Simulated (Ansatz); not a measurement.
System: HgCl2, net charge 0, triplet state. The spin state was set by rule; other spins were not relaxed. 
Structure (B3LYP-D3(BJ)/def2-TZVP (Ansatz, an electronic-structure program) minimum search):
```xyz
3

Hg    -0.4527     0.3650    -0.3498
Cl     2.0150    -0.6096    -0.1461
Cl     0.1155    -1.1083     1.7921
```
Charge 0, spin multiplicity 3.

Parts of the frozen-core correlation energy in def2-SVPD (Ansatz, hartree). Frozen orbitals: 14; correlated occupied orbitals by spin: 14 and 12; virtual: 61 and 63. UHF or UKS for open shells. No spin-orbit coupling. Past Kr the def2 sets carry scalar-relativistic core potentials.

| term | value |
|---|---|
| reference (HF) | -1071.21580 |
| MP2 opposite-spin | -0.38594 |
| MP2 same-spin | -0.18344 |
| CCSD correlation | -0.58204 |
| (T) | -0.01578 |
| T1 diagnostic | 0.023 |
| largest doubles amplitude | 0.071 |
| <S^2> of the reference | 2.035 |
